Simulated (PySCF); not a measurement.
The vertical singlet excitations below were computed for one of the candidates. Method: TDDFT CAM-B3LYP/def2-SVPD, vertical, gas phase, core orbitals frozen in the response in PySCF 2.14.0, density-fitted response routines. Geometries: PBE0-D3(BJ)/def2-SVP, one conformer each. Atoms past krypton carry core potentials; spin–orbit coupling is left out. The highest level found (6.64 eV, f 0.054 so far) is left out, since the window may have cut off a degenerate partner.

```csv
state,E (eV),λ (nm),f
S1,4.90,253.0,0.0000
S2,5.41,229.3,0.0000
S3,5.42,228.9,0.0000
S4,6.00,206.5,0.0000
S5,6.12,202.5,0.0000
S6,6.43,193.0,0.239
S7,6.43,192.9,0.242
S8,6.47,191.5,0.0001
S9,6.56,189.1,0.0000
```

Problem. Which structure fits?
A. `[CH3][Sn]([SiH3])([SiH3])[SiH3]`
B. `P[SiH2][GeH3]`
C. `[SiH2]1[SiH2][SiH2][SiH2]1`

Solution. C. Its S1, at 4.90 eV, is the lowest among the candidates; the nearest of the others has S1 at 6.21 eV. S1 is HOMO→LUMO (98%). Löwdin shares by element: HOMO silicon 87%; LUMO silicon 74% (atoms not listed hold the other 26%). At the same level the other candidates give, for their lowest levels:
- `[CH3][Sn]([SiH3])([SiH3])[SiH3]`: 6.21 eV (f 0.042); 6.22 eV (f 0.038); 6.26 eV (f 0.005); 6.58 eV (f 0.012); 6.63 eV (f 0.007); T1 5.49 eV; HOMO -8.60, LUMO 0.49 eV
- `P[SiH2][GeH3]`: 6.42 eV (f 0.025); 6.62 eV (f 0.021); 6.84 eV (f 0.146); 7.14 eV (f 0.111); 7.20 eV (f 0.006); T1 5.60 eV; HOMO -8.87, LUMO 0.73 eV

Orbitals of the list HOMO-3 to LUMO+2 that lie within 0.01 eV of each other are written together with a slash and their weights summed (≥ marks a lower bound); for degenerate orbitals outside that list single weights are arbitrary.
Triplets come from the Tamm–Dancoff approximation.
